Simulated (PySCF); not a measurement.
```xyz
5
charge 0 multiplicity 4, angstrom
Ta    0.0000    0.0000    0.0000
O     1.8968    0.0000    0.0000
O    -1.8968    0.0000    0.0000
H     2.8516    0.0000    0.0000
H    -2.8516    0.0000    0.0000
```

Method: UPBE0/[Ta def2-SVP with ECP60, O def2-SVP, H def2-SVP], scalar-relativistic core potentials, density fitting, no spin–orbit coupling, PySCF.

This geometry of Ta(OH)₂ is a stationary point at this level.

**Question.** What is the point group?

**Answer.** D∞h.

**Question.** Is it a minimum?

**Answer.** Yes: all harmonic wavenumbers are real.

**Question.** List the harmonic modes with their infrared intensities.

**Answer.** 
```
symmetry  ω (cm⁻¹)  IR (km/mol, summed over degenerate members)
      πu        61                                         46.8
      πu       443                                          380
      πg       497                                          0.0
     σu+       701                                          260
     σg+       745                                          0.0
     σu+      4037                                          535
     σg+      4040                                          0.0
```

**Question.** Give the ideal-gas entropy at 298.15 K and 1 bar by parts.

**Answer.** translation 175.8, rotation 64.0, vibration 51.8, spin 11.5; total 303.2 J/(mol K).

In D∞h the vibrations span 2πu + πg + 2σu+ + 2σg+. The πg, σg+ modes carry no infrared intensity, as symmetry demands. With a centre of inversion only u modes can be infrared active and only g modes Raman active.

Only a few start shapes were tried, so a lower isomer may exist. Other spin states or occupations of the open shell can lie lower. Spin–orbit coupling, left out here, can matter for elements this heavy.
